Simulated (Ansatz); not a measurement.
Ansatz (an electronic-structure program) job for B(F)(H)(iPr) (C₃H₈BF), SMILES FBC(C)C, B3LYP-D3(BJ)/def2-SVP. 

Ansatz 0.2 input:
```yaml
crystal:
  periodic: [false, false, false]
  atoms:
    - {symbol: B, position_ang: [0.41723906, -0.58632087, 0.94645348]}
    - {symbol: F, position_ang: [0.41376681, 0.23798899, 1.97222097]}
    - {symbol: H, position_ang: [0.60111684, -1.71933443, 1.19848009]}
    - {symbol: C, position_ang: [0.23839762, -0.00336531, -0.51761185]}
    - {symbol: C, position_ang: [-0.63269172, 1.26001871, -0.56580900]}
    - {symbol: C, position_ang: [-0.26192554, -1.03061396, -1.53948199]}
    - {symbol: H, position_ang: [1.25012895, 0.29622313, -0.83260339]}
    - {symbol: H, position_ang: [-0.63202508, 1.68963087, -1.56580596]}
    - {symbol: H, position_ang: [-1.65934295, 1.01910826, -0.29832174]}
    - {symbol: H, position_ang: [-0.26399648, 2.00617692, 0.13330296]}
    - {symbol: H, position_ang: [0.37816247, -1.90904624, -1.54707033]}
    - {symbol: H, position_ang: [-0.27401291, -0.60228489, -2.53987742]}
    - {symbol: H, position_ang: [-1.27280972, -1.34700690, -1.29294349]}
basis:
  gaussian:
    orbitals: def2-SVP
hamiltonian:
  xc: b3lyp
  dispersion: d3bj
relax: {f_tol: 0.002, max_steps: 200}
```

Output:

```
WARN ansatz: RAYON_NUM_THREADS=1 ignored (pool sized by the plan → 1); use --threads N
Functional definition: B3LYP
integrals: 0.07 GiB planned
1243 factors; integrals over basis functions are off by at most 4.1e-4 eV
mean field: 0.45 GiB planned
mean field evaluation 1: about -6622.9477 eV, gradient 5.9e1 eV
mean field evaluation 2: about -6618.3569 eV, gradient 7.3e1 eV
mean field evaluation 4: about -6631.4892 eV, gradient 1.9e0 eV
mean field evaluation 8: about -6631.5272 eV, gradient 4.4e-2 eV
mean field evaluation 16: about -6631.5272 eV, gradient 2.7e-5 eV
mean field -6631.52724222 eV, -243.7041311408 hartree, gradient 2.7e-5 eV, S^2 0.000000; 0 other end points of the search recorded, 0 dependent functions left out
the calculation of the forces begins
reference -6631.52747241 eV, -243.7041396003 hartree; 20, 20 occupied and 90, 90 virtual orbitals, 1243 factors
relax step   1: F+E_penalty+E_count = -6631.92740246 eV  Δ(F+E_penalty+E_count) = +0.000e0 eV  max|allowed force component| = 9.548e-1 eV/Å  Δτ_max = 0.0000 Å  (26 SCF iters, accepted)
these checks for a lower state are left out or cut short: starts, cluster_reference, orbital_swaps, neighbouring_geometries, increment
integrals: 0.07 GiB planned
1243 factors; integrals over basis functions are off by at most 4.3e-4 eV
mean field: 0.45 GiB planned
mean field -6631.58591180 eV, -243.7062872084 hartree, gradient 2.3e-5 eV, S^2 0.000000; 0 other end points of the search recorded, 0 dependent functions left out
the calculation of the forces begins
reference -6631.58614424 eV, -243.7062957501 hartree; 20, 20 occupied and 90, 90 virtual orbitals, 1243 factors
relax step   2: F+E_penalty+E_count = -6631.98379615 eV  Δ(F+E_penalty+E_count) = -5.639e-2 eV  max|allowed force component| = 3.336e-1 eV/Å  Δτ_max = 0.0486 Å  (27 SCF iters, accepted)
these checks for a lower state are left out or cut short: starts, cluster_reference, orbital_swaps, neighbouring_geometries, increment
integrals: 0.07 GiB planned
1243 factors; integrals over basis functions are off by at most 4.3e-4 eV
mean field: 0.45 GiB planned
mean field -6631.58855493 eV, -243.7063843417 hartree, gradient 2.2e-5 eV, S^2 0.000000; 0 other end points of the search recorded, 0 dependent functions left out
the calculation of the forces begins
reference -6631.58878833 eV, -243.7063929187 hartree; 20, 20 occupied and 90, 90 virtual orbitals, 1243 factors
relax step   3: F+E_penalty+E_count = -6631.98532577 eV  Δ(F+E_penalty+E_count) = -1.530e-3 eV  max|allowed force component| = 4.872e-1 eV/Å  Δτ_max = 0.0461 Å  (28 SCF iters, accepted)
these checks for a lower state are left out or cut short: starts, cluster_reference, orbital_swaps, neighbouring_geometries, increment
integrals: 0.07 GiB planned
1243 factors; integrals over basis functions are off by at most 4.1e-4 eV
mean field: 0.45 GiB planned
mean field evaluation 32: about -6631.5587 eV, gradient 1.4e-1 eV
mean field -6631.59025132 eV, -243.7064466827 hartree, gradient 7.8e-6 eV, S^2 0.000000; 0 other end points of the search recorded, 0 dependent functions left out
the calculation of the forces begins
reference -6631.59048529 eV, -243.7064552808 hartree; 20, 20 occupied and 90, 90 virtual orbitals, 1243 factors
relax step   4: F+E_penalty+E_count = -6631.98739374 eV  Δ(F+E_penalty+E_count) = -2.068e-3 eV  max|allowed force component| = 3.892e-1 eV/Å  Δτ_max = 0.1068 Å  (27 SCF iters, accepted)
these checks for a lower state are left out or cut short: starts, cluster_reference, orbital_swaps, neighbouring_geometries, increment
integrals: 0.07 GiB planned
1243 factors; integrals over basis functions are off by at most 4.2e-4 eV
mean field: 0.45 GiB planned
mean field -6631.59876947 eV, -243.7067597188 hartree, gradient 2.1e-5 eV, S^2 0.000000; 0 other end points of the search recorded, 0 dependent functions left out
the calculation of the forces begins
reference -6631.59900307 eV, -243.7067683037 hartree; 20, 20 occupied and 90, 90 virtual orbitals, 1243 factors
relax step   5: F+E_penalty+E_count = -6631.99575885 eV  Δ(F+E_penalty+E_count) = -8.365e-3 eV  max|allowed force component| = 8.868e-2 eV/Å  Δτ_max = 0.0596 Å  (28 SCF iters, accepted)
these checks for a lower state are left out or cut short: starts, cluster_reference, orbital_swaps, neighbouring_geometries, increment
integrals: 0.07 GiB planned
1243 factors; integrals over basis functions are off by at most 4.2e-4 eV
mean field: 0.45 GiB planned
[...]
1243 factors; integrals over basis functions are off by at most 4.1e-4 eV
mean field: 0.45 GiB planned
mean field -6631.60174347 eV, -243.7068690115 hartree, gradient 8.9e-6 eV, S^2 0.000000; 0 other end points of the search recorded, 0 dependent functions left out
the calculation of the forces begins
reference -6631.60197605 eV, -243.7068775585 hartree; 20, 20 occupied and 90, 90 virtual orbitals, 1243 factors
relax step  12: F+E_penalty+E_count = -6631.99899760 eV  Δ(F+E_penalty+E_count) = -1.778e-4 eV  max|allowed force component| = 1.747e-2 eV/Å  Δτ_max = 0.0089 Å  (23 SCF iters, accepted)
these checks for a lower state are left out or cut short: starts, cluster_reference, orbital_swaps, neighbouring_geometries, increment
integrals: 0.07 GiB planned
1243 factors; integrals over basis functions are off by at most 4.0e-4 eV
mean field: 0.45 GiB planned
mean field evaluation 96: about -6631.6018 eV, gradient 2.5e-4 eV
mean field -6631.60181770 eV, -243.7068717394 hartree, gradient 2.3e-5 eV, S^2 0.000000; 0 other end points of the search recorded, 0 dependent functions left out
the calculation of the forces begins
reference -6631.60205016 eV, -243.7068802821 hartree; 20, 20 occupied and 90, 90 virtual orbitals, 1243 factors
relax step  13: F+E_penalty+E_count = -6631.99913410 eV  Δ(F+E_penalty+E_count) = -1.365e-4 eV  max|allowed force component| = 4.509e-3 eV/Å  Δτ_max = 0.0215 Å  (29 SCF iters, accepted)
these checks for a lower state are left out or cut short: starts, cluster_reference, orbital_swaps, neighbouring_geometries, increment
integrals: 0.07 GiB planned
1243 factors; integrals over basis functions are off by at most 4.1e-4 eV
mean field: 0.45 GiB planned
mean field -6631.53715668 eV, -243.7044954907 hartree, gradient 2.3e-5 eV, S^2 0.000000; 0 other end points of the search recorded, 0 dependent functions left out
the calculation of the forces begins
reference -6631.53738881 eV, -243.7045040214 hartree; 20, 20 occupied and 90, 90 virtual orbitals, 1243 factors
relax step  14: F+E_penalty+E_count = -6631.93342603 eV  Δ(F+E_penalty+E_count) = +6.571e-2 eV  max|allowed force component| = 1.264e0 eV/Å  Δτ_max = 0.0529 Å  (29 SCF iters, rejected (line search))
these checks for a lower state are left out or cut short: starts, cluster_reference, orbital_swaps, neighbouring_geometries, increment
integrals: 0.07 GiB planned
1243 factors; integrals over basis functions are off by at most 4.0e-4 eV
mean field: 0.45 GiB planned
mean field -6631.60185616 eV, -243.7068731527 hartree, gradient 2.3e-5 eV, S^2 0.000000; 0 other end points of the search recorded, 0 dependent functions left out
the calculation of the forces begins
reference -6631.60208859 eV, -243.7068816944 hartree; 20, 20 occupied and 90, 90 virtual orbitals, 1243 factors
relax step  15: F+E_penalty+E_count = -6631.99919814 eV  Δ(F+E_penalty+E_count) = -6.404e-5 eV  max|allowed force component| = 2.446e-3 eV/Å  Δτ_max = 0.0153 Å  (29 SCF iters, accepted)
these checks for a lower state are left out or cut short: starts, cluster_reference, orbital_swaps, neighbouring_geometries, increment
integrals: 0.07 GiB planned
1243 factors; integrals over basis functions are off by at most 4.0e-4 eV
mean field: 0.45 GiB planned
mean field -6631.60183633 eV, -243.7068724240 hartree, gradient 2.3e-5 eV, S^2 0.000000; 0 other end points of the search recorded, 0 dependent functions left out
the calculation of the forces begins
reference -6631.60206874 eV, -243.7068809649 hartree; 20, 20 occupied and 90, 90 virtual orbitals, 1243 factors
relax step  16: F+E_penalty+E_count = -6631.99924336 eV  Δ(F+E_penalty+E_count) = -4.522e-5 eV  max|allowed force component| = 1.217e-2 eV/Å  Δτ_max = 0.0318 Å  (29 SCF iters, accepted)
these checks for a lower state are left out or cut short: starts, cluster_reference, orbital_swaps, neighbouring_geometries, increment
integrals: 0.07 GiB planned
1243 factors; integrals over basis functions are off by at most 3.9e-4 eV
mean field: 0.45 GiB planned
mean field -6631.60183467 eV, -243.7068723631 hartree, gradient 4.6e-5 eV, S^2 0.000000; 0 other end points of the search recorded, 0 dependent functions left out
the calculation of the forces begins
reference -6631.60206708 eV, -243.7068809040 hartree; 20, 20 occupied and 90, 90 virtual orbitals, 1243 factors
relax step  17: F+E_penalty+E_count = -6631.99924023 eV  Δ(F+E_penalty+E_count) = +3.132e-6 eV  max|allowed force component| = 1.314e-2 eV/Å  Δτ_max = 0.0014 Å  (19 SCF iters, rejected (line search))
these checks for a lower state are left out or cut short: starts, cluster_reference, orbital_swaps, neighbouring_geometries, increment
integrals: 0.07 GiB planned
1243 factors; integrals over basis functions are off by at most 3.9e-4 eV
mean field: 0.45 GiB planned
mean field -6631.60183580 eV, -243.7068724046 hartree, gradient 5.5e-5 eV, S^2 0.000000; 0 other end points of the search recorded, 0 dependent functions left out
the calculation of the forces begins
reference -6631.60206821 eV, -243.7068809454 hartree; 20, 20 occupied and 90, 90 virtual orbitals, 1243 factors
relax step  18: F+E_penalty+E_count = -6631.99924794 eV  Δ(F+E_penalty+E_count) = -4.573e-6 eV  max|allowed force component| = 3.260e-3 eV/Å  Δτ_max = 0.0007 Å  (19 SCF iters, accepted)
these checks for a lower state are left out or cut short: starts, cluster_reference, orbital_swaps, neighbouring_geometries, increment
integrals: 0.07 GiB planned
1243 factors; integrals over basis functions are off by at most 3.9e-4 eV
mean field: 0.45 GiB planned
mean field evaluation 128: about -6631.5697 eV, gradient 1.6e-1 eV
mean field -6631.60184321 eV, -243.7068726769 hartree, gradient 2.9e-5 eV, S^2 0.000000; 0 other end points of the search recorded, 0 dependent functions left out
the calculation of the forces begins
reference -6631.60207563 eV, -243.7068812181 hartree; 20, 20 occupied and 90, 90 virtual orbitals, 1243 factors
relax step  19: F+E_penalty+E_count = -6631.99924893 eV  Δ(F+E_penalty+E_count) = -9.976e-7 eV  max|allowed force component| = 5.545e-4 eV/Å  Δτ_max = 0.0008 Å  (19 SCF iters, accepted)
integrals: 0.07 GiB planned
1243 factors; integrals over basis functions are off by at most 3.9e-4 eV
mean field: 0.45 GiB planned
mean field -6631.60184321 eV, -243.7068726769 hartree, gradient 2.9e-5 eV, S^2 0.000000; 1 other end points of the search recorded, 0 dependent functions left out
the calculation of the forces begins
reference -6631.60207563 eV, -243.7068812181 hartree; 20, 20 occupied and 90, 90 virtual orbitals, 1243 factors
Total energy: -6631.99948135 eV, -243.7214856089 hartree
Atom 0 at     0.428830    -0.582019     0.918200 Å, force     0.000305    -0.000366    -0.000278 eV/Å
Atom 1 at     0.166948     0.146794     1.998429 Å, force    -0.000059     0.000041    -0.000109 eV/Å
Atom 2 at     0.873109    -1.692682     1.115428 Å, force    -0.000140     0.000476    -0.000074 eV/Å
Atom 3 at     0.217090     0.008638    -0.518881 Å, force     0.000057     0.000000     0.000555 eV/Å
Atom 4 at    -0.612007     1.298384    -0.565356 Å, force    -0.000105     0.000142    -0.000431 eV/Å
Atom 5 at    -0.280651    -1.050119    -1.517982 Å, force    -0.000178    -0.000090     0.000206 eV/Å
Atom 6 at     1.264182     0.258193    -0.810005 Å, force    -0.000002    -0.000106     0.000020 eV/Å
Atom 7 at    -0.625619     1.731634    -1.579053 Å, force     0.000069     0.000095     0.000103 eV/Å
Atom 8 at    -1.658908     1.103670    -0.277991 Å, force    -0.000059    -0.000010     0.000031 eV/Å
Atom 9 at    -0.220784     2.061869     0.124274 Å, force     0.000050    -0.000238     0.000109 eV/Å
Atom 10 at     0.342121    -1.958348    -1.497018 Å, force     0.000019     0.000091    -0.000030 eV/Å
Atom 11 at    -0.275939    -0.661127    -2.549484 Å, force     0.000013     0.000015    -0.000013 eV/Å
Atom 12 at    -1.316365    -1.353712    -1.289628 Å, force     0.000029    -0.000050    -0.000089 eV/Å
Dipole moment:     0.023873    -0.016570    -0.227973 e Å
```

Self-consistency was reached.
